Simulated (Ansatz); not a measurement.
Computed with Ansatz on PBE0-D4/def2-TZVP structures; ΔE is electronic, products minus reactants. CBS: MP2 limit from def2 TZ/QZ plus the TZ coupled-cluster correction, frozen cores. This one scheme is used for every species. DFT in def2-TZVPP. For Ga, Se outer-core shells are correlated without core-valence functions, which leaves a few kJ/mol of doubt a bond. Scalar relativity is left out up to krypton. One conformer a species, not always the lowest.

Consider the ligand exchange at a Ga–C bond: `FB[CH2][GaH][F]` + H₂Se → `[F][GaH][SeH]` + `CBF`.

`FB[CH2][GaH][F]`:

Z-matrix (Å, degrees):
```
C
B 1 1.535
Ga 1 1.969 2 109.9
H 1 1.095 2 111.4 3 -114.4
H 1 1.092 2 114.3 3 117.8
F 2 1.330 1 120.1 3 -93.1
H 2 1.201 1 123.5 3 84.2
F 3 1.759 1 113.0 2 110.0
H 3 1.555 1 132.3 2 -72.5
```

H₂Se:

Z-matrix (Å, degrees):
```
Se
H 1 1.467
H 1 1.467 2 91.2
```

`[F][GaH][SeH]`:

Z-matrix (Å, degrees):
```
Ga
F 1 1.754
Se 1 2.307 2 112.0
H 1 1.550 2 118.1 3 -180.0
H 3 1.470 1 91.4 2 179.9
```

`CBF`:

```xyz
7

C    -0.027   -0.065   -0.684
B     0.035    0.074    0.861
F     0.019    1.271    1.432
H    -0.077    0.887   -1.214
H    -0.894   -0.675   -0.964
H     0.844   -0.627   -1.040
H     0.099   -0.865    1.609
```

**Question.** Is it downhill or uphill in electronic energy at CCSD(T)/CBS, and by how much? (Estimate.)

**Answer.** Ansatz gave: Downhill: ΔE = -91.8 kJ/mol.

**Question.** What do these levels give: B97M-V, PBE0-D4, r2SCANh-D4, CAM-B3LYP-D4, PBE-QIDH, r2SCAN, r2SCANh, r2SCAN0, CCSD(T)/def2-TZVPP, MP2/def2-QZVPP, HF/CBS(def2), MP2/CBS(def2)? (Best estimate.)

**Answer.** The calculation gave: B97M-V -94.8, PBE0-D4 -95.5, r2SCANh-D4 -97.2, CAM-B3LYP-D4 -93.2, PBE-QIDH -96.6, r2SCAN -97.0, r2SCANh -97.8, r2SCAN0 -98.9, CCSD(T)/def2-TZVPP -90.9, MP2/def2-QZVPP -92.9, HF/CBS(def2) -106.8, MP2/CBS(def2) -93.4 kJ/mol.

**Question.** What do rigid-rotor, harmonic-oscillator terms from PBE0-D4/def2-TZVP frequencies (298.15 K, 1 bar) make of the CCSD(T)/CBS value? (An estimate is asked.)

**Answer.** Ansatz gave: ΔZPE = +9.4 kJ/mol, ΔH = -83.9 kJ/mol, ΔS = 7 J/(mol·K), ΔG = -86.0 kJ/mol. Modes under 50 cm⁻¹ make the entropy rough.

Largest T1 diagnostic among the species: 0.014.

Leaving LDA and LC-ωPBE aside and taking each functional with its dispersion term where it has one, the values, not all of them listed here, spread over 9.1 kJ/mol, from BHLYP-D4 to revPBE-D4. LDA lies +5.4 kJ/mol from PBE without D4. In def2-TZVPP, CCSD(T) changes the Hartree–Fock value by +16.2 kJ/mol (the triples alone add +1.2 kJ/mol) and MP2 by +14.7 kJ/mol.
